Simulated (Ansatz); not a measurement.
A made-up structure of C2H2Ga, doublet:

```
atom    x (Å)    y (Å)    z (Å)
  C1   1.0508  -1.3921   1.6662
  C2   0.5174  -0.6923   0.8245
 Ga3  -0.3169   0.4201  -0.5027
  H4   1.4511  -1.9020   2.5048
  H5   0.2909   1.8372  -0.7271
```

It is relaxed with PBE-D4/def2-SVP and then PBE0-D4/def2-TZVP (Ansatz 0.2.0). Atoms count as bonded within 1.22 times the sum of their covalent radii (H–H: 0.88 Å). The end point is not checked to be a true minimum.

Task: Does its bonding change? (A judgement: the text doesn't fix the answer.)

Result: The calculation gives: No: no bond forms or breaks.

Where it ends: The first stage lowers the energy by 0.07 eV in 6 steps. It ends as C₂H₂Ga ([CH][C][GaH]):
| atom | x (Å) | y (Å) | z (Å) |
| --- | --- | --- | --- |
| C1 | 1.0294 | -1.3721 | 1.7253 |
| C2 | 0.5839 | -0.6180 | 0.8877 |
| Ga3 | -0.2783 | 0.4062 | -0.4960 |
| H4 | 1.4359 | -2.0208 | 2.4681 |
| H5 | 0.2224 | 1.8756 | -0.8194 |

Labels in which every atom is bracketed show which atoms are joined, not bond orders.

For scale, one of the runs: PBE0-D4/def2-TZVP relaxation, 122 basis functions, launched by `ansatz run in.yaml --threads 2 --pin off --events-out ev --progress --plain --max-ram 4352MiB`. Hardware: 2 CPU threads of an Arm Neoverse V1, shared host. Wall time about 23 s.
